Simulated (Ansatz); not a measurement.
A further run on the cluster Si2Te.

```yaml
crystal:
  periodic: [false, false, false]
  atoms:
    - {symbol: Si, position_ang: [1.250567, -0.637123, 0.006536]}
    - {symbol: Si, position_ang: [-0.049843, 1.350832, 0.377670]}
    - {symbol: Te, position_ang: [-1.200724, -0.713709, -0.384206]}
basis:
  gaussian: {orbitals: def2-SVPD, final_grid: {core_spheres: 5, valence_spheres: 4, degree: 11}}
magnetization: {spin_polarized: true, initial_magnetization: 0}
hamiltonian: {xc: {name: revPBE0}, dispersion: d3bj}
accuracy: high
scf: {omitted_lower_state_checks: [starts]}
output: {forces: true}
```

```sh
$ ansatz run in.yaml --threads 2 --pin off --events-out ev --progress --plain --max-ram 32768MiB --backend cpu
```

Shortened log:

```
Functional definition: revPBE0
1653 factors; integrals over basis functions are off by at most 3.7e-9 eV
mean field evaluation 1: about -23040.7268 eV, gradient 4.6e0 eV
mean field evaluation 2: about -23040.7920 eV, gradient 4.0e0 eV
mean field evaluation 4: about -23040.9104 eV, gradient 4.1e-1 eV
mean field evaluation 8: about -23041.0301 eV, gradient 1.3e-2 eV
mean field evaluation 16: about -23041.0301 eV, gradient 7.7e-6 eV
mean field -23041.03010925 eV, -846.7422387438 hartree, gradient 6.2e-8 eV, S^2 0.000000; 0 other end points of the search recorded, 0 dependent functions left out
reference -23041.03011278 eV, -846.7422388735 hartree; 26, 26 occupied and 57, 57 virtual orbitals, 1653 factors
Total energy: -23041.31760450 eV, -846.7528039994 hartree
Atom 0 at     1.250567    -0.637123     0.006536 Å, force     0.055935     0.005774     0.010064 eV/Å
Atom 1 at    -0.049843     1.350832     0.377670 Å, force     0.030122     0.045458     0.017495 eV/Å
Atom 2 at    -1.200724    -0.713709    -0.384206 Å, force    -0.086057    -0.051233    -0.027559 eV/Å
Dipole moment:    -0.034050    -0.020243    -0.010896 e Å
Checks for a lower state left out: starts
```

It took 3.1 s on 2 threads of AMD EPYC 7R13 on a shared host.

In the def2 sets Te takes a core potential; there is no spin–orbit coupling.
